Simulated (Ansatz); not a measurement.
Reactions of `C[S][GeH2][SiH3]`.

Computed with Ansatz on PBE0-D4/def2-TZVP structures; ΔE is electronic, products minus reactants. CCSD(T)/CBS is the MP2 limit (def2-TZVPP, def2-QZVPP) plus CCSD(T) − MP2 in def2-TZVPP, frozen cores. This one scheme is used for every species. Functionals use def2-TZVPP. No spin–orbit coupling; open shells (•) take unrestricted orbitals. For Ga, Ge outer-core shells are correlated without core-valence functions, which leaves a few kJ/mol of doubt a bond. Scalar relativity is left out up to krypton. Each species was taken in one conformer, which may not be the lowest.

```
                                                             reaction  r2SCAN-D4 (eV)
        `C[S][GeH2][SiH3]` + `CB(O)S` → `CB(S)O[SiH3]` + `C[S][GeH3]`           -0.62
                       `C[S][GeH2][SiH3]` → `C[S][GeH2]`• + `[SiH3]`•            2.93
                            `C[S][GeH2][SiH3]` → `[SiH3]S[CH2][GeH3]`            0.30
            `C[S][GeH2][SiH3]` + CH₃NH₂ → `C[NH][GeH2][SiH3]` + CH₃SH            0.56
                  `C[S][GeH2][SiH3]` + CH₄ → `C[S][GeH2][CH3]` + SiH₄            0.39
                `C[S][GeH2][SiH3]` + HCl → `[SiH3][GeH2][Cl]` + CH₃SH           -0.26
                         `C[S][GeH2][SiH3]` → `C[S][GeH3]` + `[SiH2]`            2.88
`C[S][GeH2][SiH3]` + `F[SiH](F)S` → `F[SiH](F)S[SiH3]` + `C[S][GeH3]`           -0.44
         `C[S][GeH2][SiH3]` + `[GaH3]` → `[SiH3][GeH2][GaH2]` + CH₃SH           -0.02
                        `C[S][GeH2][SiH3]` → `[CH3][GeH]([SiH3])[SH]`           -0.48
```

Give the CCSD(T)/CBS values in the same order. (Best estimate.)

The calculation gave: -0.67, 3.27, 0.23, 0.53, 0.33, -0.23, 2.66, -0.44, -0.04, -0.49 eV.

Largest T1 diagnostic: 0.015, for `[SiH3]`•.
